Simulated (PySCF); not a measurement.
Correlation energy of Ni (nickel, neutral)

[Ar] 3d8 4s2, high-spin 3F determinant. Calculation: PySCF 2.14, in x2c-TZVPPall (6s5p4d2f1g, 64 functions); the spin-free X2C one-electron Hamiltonian (Gaussian nucleus). Frozen: [Ar]; 10 electrons correlated.

MP2 pair energies summed by pair of shells (mhartree):

```
 pair   energy  share (%)
3d-3d  -257.59       80.8
3d-4s   -39.23       12.3
4s-4s   -22.09        6.9
```

Total MP2 correlation energy: -318.91 mhartree.

Same-spin part -113.92 and opposite-spin part -204.99 mhartree; SCS-MP2 scales them by 1/3 and 6/5 to -283.96 mhartree.
